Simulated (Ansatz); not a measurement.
Relaxation of a periodic cell of 17 atoms, CuSi16 (host Si, host structure diamond, interstitial Cu), to a largest force component of 0.08 eV/Å in at most 25 steps.

Theory: DFT PBE-D3(BJ), scalar-relativistic, plane waves, PAW (Ansatz 0.2.0). Settings: accuracy low, PAW set soft_1, cutoff 420 eV, k mesh 2x2x2, fermi-dirac smearing 0.05 eV, spin collinear.

```xyz
17
Lattice="0.0000 5.4300 5.4300 5.4300 0.0000 5.4300 5.4300 5.4300 0.0000" Properties=species:S:1:pos:R:3
Si 0.000 0.000 0.000
Si 1.357 1.357 1.357
Si 2.715 2.715 0.000
Si 4.072 4.072 1.357
Si 2.715 0.000 2.715
Si 4.072 1.357 4.072
Si 5.430 2.715 2.715
Si 6.787 4.072 4.072
Si 0.000 2.715 2.715
Si 1.357 4.072 4.072
Si 2.715 5.430 2.715
Si 4.072 6.787 4.072
Si 2.715 2.715 5.430
Si 4.072 4.072 6.787
Si 5.430 5.430 5.430
Si 6.787 6.787 6.787
Cu 5.421 5.378 2.711
```

Problem. Where does it end, and by what steps?

Solution. It converged. Limits of this set-up: coarse k mesh, a small cell, in which the defect meets its images, low accuracy level. After 2 steps the energy has fallen by 0.068 eV; Si4 moved furthest, 0.05 Å.

```
step  energy less start (eV)  largest force component (eV/Å)  accepted
   0                  0.0000                           0.546       yes
   1                 -0.0594                           0.209       yes
   2                 -0.0684                           0.051       yes
```

```xyz
17
Lattice="0.0000 5.4300 5.4300 5.4300 0.0000 5.4300 5.4300 5.4300 0.0000" Properties=species:S:1:pos:R:3
Si -0.005 -0.001 -0.011
Si 1.371 1.373 1.344
Si 2.712 2.699 -0.001
Si 4.042 4.043 1.327
Si 2.726 0.000 2.720
Si 4.067 1.367 4.078
Si 5.430 2.705 2.714
Si 6.815 4.047 4.100
Si 0.000 2.729 2.716
Si 1.362 4.073 4.076
Si 2.704 5.430 2.710
Si 4.058 6.805 4.088
Si 2.716 2.723 5.431
Si 4.070 4.074 6.785
Si 5.435 5.431 5.441
Si 6.794 6.797 6.782
Cu 5.422 5.382 2.712
```

Run time: 25 s on 2 threads of Intel(R) Xeon(R) Platinum 8259CL CPU @ 2.50GHz (Skylake/Cascade Lake) (shared host), peak memory 0.78 GiB.
